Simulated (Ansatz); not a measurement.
Al₃F₉⁺, that is (F2Al-mu-F)3 with one electron fewer. Total charge 1; doublet. Geometry PBE0-D4/def2-SVP, that of the neutral singlet; atoms count from 1.

```xyz
12

Al    0.753   -1.204   -1.384
F    -0.277   -2.253   -2.119
F     2.361   -1.065   -1.698
F     0.536   -1.347    0.388
Al   -0.034   -0.571    1.899
F    -1.367   -1.377    2.425
F     1.279   -0.196    2.815
F    -0.569    0.911    1.047
Al   -0.720    1.774   -0.515
F     0.326    3.043   -0.509
F    -2.314    1.852   -0.912
F     0.026    0.432   -1.436
```

Estimate the Mulliken populations from the PBE0/def2-TZVP orbitals of Ansatz.


```csv
atom,charge (e),spin (α − β)
Al1,0.87,-0.02
F2,-0.18,0.17
F3,-0.18,0.17
F4,-0.19,0.01
Al5,0.87,-0.02
F6,-0.18,0.17
F7,-0.18,0.17
F8,-0.19,0.01
Al9,0.87,-0.02
F10,-0.18,0.17
F11,-0.18,0.17
F12,-0.19,0.01
```
Mulliken values depend strongly on the basis.

Where does the spin sit?

Summed by element: Al -0.06, F 1.06, of 1 unpaired in all. Largest on single atoms: F2 0.17, F6 0.17, F10 0.17.

And the Mayer bond orders between heavy atoms (over 0.3)?

Al1–F2 1.10 (1.64 Å); Al1–F3 1.10 (1.64 Å); Al1–F4 0.64 (1.79 Å); Al1–F12 0.64 (1.79 Å); F4–Al5 0.64 (1.79 Å); Al5–F6 1.10 (1.64 Å); Al5–F7 1.10 (1.64 Å); Al5–F8 0.64 (1.79 Å); F8–Al9 0.64 (1.79 Å); Al9–F10 1.10 (1.64 Å); Al9–F11 1.10 (1.64 Å); Al9–F12 0.64 (1.79 Å).
